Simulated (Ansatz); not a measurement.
Consider the ligand exchange at the Al–C bond: `C[S][Al]([CH3])[Cl]` + HCl → `C[S][Al]([Cl])[Cl]` + CH₄.

Computed with Ansatz on PBE0-D4/def2-TZVP structures; ΔE is electronic, products minus reactants. CCSD(T)/CBS adds triple-zeta CCSD(T) − MP2 to the extrapolated MP2 energy (def2 sets, frozen cores). This one scheme is used for every species. DFT in def2-TZVPP. B3LYP here is the variant with VWN-RPA as its local correlation; programs differ in this. HSE06 is defined as in plane-wave codes. Each species was taken in one conformer, which may not be the lowest.

`C[S][Al]([CH3])[Cl]`:

Cartesian coordinates in Å:
```
C -0.608 2.418 -0.187
S -0.822 0.797 -0.989
Al 0.287 -0.588 0.251
C 0.378 -2.474 -0.169
Cl 1.278 0.178 1.947
H -1.589 2.792 0.103
H 0.029 2.350 0.692
H -0.160 3.100 -0.908
H -0.025 -3.073 0.652
H 1.416 -2.788 -0.316
H -0.184 -2.712 -1.075
```

HCl:

Z-matrix (Å, degrees):
```
Cl
H 1 1.279
```

`C[S][Al]([Cl])[Cl]`:

Z-matrix (Å, degrees):
```
C
S 1 1.824
H 1 1.089 2 108.7
H 1 1.089 2 107.7 3 118.6
H 1 1.088 2 112.0 3 -121.1
Al 2 2.148 1 103.2 3 111.4
Cl 6 2.086 2 121.6 1 1.4
Cl 6 2.078 2 119.1 1 -179.0
```

CH₄:

```xyz
5

C     0.000    0.000    0.000
H     0.601   -0.544    0.728
H    -0.035   -0.561   -0.933
H     0.446    0.978   -0.181
H    -1.011    0.128    0.386
```

```tsv
level	ΔE (kcal/mol)
r2SCAN-D4	-38.2
HSE06-D4	-36.8
ωB97X-V	-37.3
B3LYP	-37.6
HSE06	-36.8
MP2/def2-SVP	-39.5
CCSD/def2-SVP	-38.9
SCS-MP2/def2-TZVPP	-38.1
```

Question: What does CCSD(T)/CBS give? (An estimate is asked.)

Answer: Computed: -37.5 kcal/mol. The listed levels differ from it by -0.7, 0.7, 0.2, -0.1, 0.7, -2.0, -1.4, -0.6 kcal/mol.

Largest T1 diagnostic among the species: 0.010.

In def2-TZVPP, CCSD(T) changes the Hartree–Fock value by +4.0 kcal/mol (the triples alone add +0.3 kcal/mol) and MP2 by +2.9 kcal/mol. At CCSD(T), def2-SVP lies −1.2 kcal/mol from the extrapolated value and def2-TZVPP +0.6 kcal/mol.
